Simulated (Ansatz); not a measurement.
Ge(GeH3)4 (Ge5H12). Charge 0, multiplicity 1. Geometry PBE0-D4/def2-SVP, basis def2-TZVP, Ansatz.

```csv
run,HOMO (eV),LUMO (eV)
A,-6.71,-1.01
B,-10.17,1.81
C,-6.75,-1.13
D,-7.02,-0.83
E,-7.76,-0.27
```

LC-ωPBE has ω = 0.4 bohr⁻¹.

Task: The runs used LC-ωPBE, PBE, PBE0, r2SCAN, revPBE. Estimate which is which.

Result: A revPBE (0 % exact exchange); B LC-ωPBE (range-separated); C PBE (0 % exact exchange); D r2SCAN (0 % exact exchange); E PBE0 (25 % exact exchange). Exact exchange lowers occupied and raises empty levels; among semilocal functionals meta-GGAs tend to open the gap a little, and such runs are hard to tell apart. The gap grows from 5.62 eV (PBE) to 11.99 eV (LC-ωPBE).
